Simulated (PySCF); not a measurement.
A structure optimised at PBE0-D3(BJ)/def2-SVP, used in a PySCF frequency run:

```
Ge
H 1 1.5344
H 1 1.5344 2 111.28
H 1 1.5386 2 111.51 3 -125.21
Se 1 2.3664 2 108.94 3 120.12
Cl 5 2.2016 1 94.36 2 -60.78
```
Charge 0, spin multiplicity 1.

Question: Write its SMILES, formula and point group.

Answer: Cl[Se][GeH3], ClGeH₃Se, Cs

Question: What are its rotational constants (standard atomic weights)?

Answer: 4.8662, 1.5964, 1.2208 GHz
